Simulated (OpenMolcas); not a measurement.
## Fe4+, Ru4+, Os4+: d⁴ down the group

```yaml
Program: OpenMolcas
Method: SS-CASPT2, IPEA 0.25 Eh, imaginary shift 0.1 Eh
Basis: ANO-R3
Scalar_Hamiltonian: X2C, finite nucleus
Spin-orbit_coupling: state interaction with AMFI integrals over the reference wave functions, term energies averaged over their components
```

Active space for each ion: 4 electrons in 5 orbitals (d); closed shells correlated by CASPT2: Fe4+ 3s 3p; Ru4+ 4s 4p; Os4+ 5s 5p.

Computed levels in cm-1 above ⁵D₀:

```csv
Level,Fe4+,Ru4+,Os4+
⁵D₁,150,486,4420
⁵D₂,439,1296,8280
⁵D₃,852,2300,11250
⁵D₄,1371,3430,13200
³P₀(1),24010,16420,18860
³P₁(1),24910,18840,25410
³H₄,24950,17740,20950
³H₅,25280,18890,25980
³H₆,25640,19840,28260
weight of ⁵D in the lowest level (%),100,97,63
```

Mixed levels, with the weight of the term that names them: Os4+ ⁵D₀ (63 %), Os4+ ⁵D₄ (68 %), Os4+ ³P₀(1) (51 %), Os4+ ³H₄ (57 %), Os4+ ³H₆ (75 %).

Measured, with the error of the calculation in %. Measured levels: Fe4+ from Corliss and Sugar, J. Phys. Chem. Ref. Data 11, 135 (1982); Os4+ from the list in Palmeri et al., Atoms 14, 22 (2026).

```csv
Level,Fe4+,Os4+
⁵D₁,142 (+5.4),4311 (+2.6)
⁵D₂,417 (+5.2),8083 (+2.5)
⁵D₃,803 (+6.1),11018 (+2.1)
⁵D₄,1283 (+6.9),12966 (+1.8)
³P₀(1),24055 (-0.2),
³P₁(1),24973 (-0.3),24680 (+3.0)
³H₄,24932 (+0.1),20374 (+2.8)
³H₅,25226 (+0.2),25344 (+2.5)
³H₆,25528 (+0.4),27669 (+2.1)
```

The fine-structure level ⁵D₄ changes by a factor of 9.63 from Fe4+ to Os4+.

Without spin-orbit coupling ³P(1) lies 24790, 18030, 15800 cm-1 above ⁵D in that order; the difference to the level ³P₀(1), of either sign, comes from spin-orbit coupling, which also lowers the zero.

Term energies are means over components that CASPT2 splits; among the terms shown or strongly mixed into the levels shown the widest spread is 120 cm-1 (5d⁴ ³F(1), Os4+). Computed and measured levels are paired by configuration, term and J; levels that our copy of the source lacks, or whose pairing is in doubt (as where it misses far off the trend of its configuration), stay unpaired and out of the deviations. Only configurations of the active space appear.

A number in round brackets counts repeated terms of one configuration in the order of the reference energies.
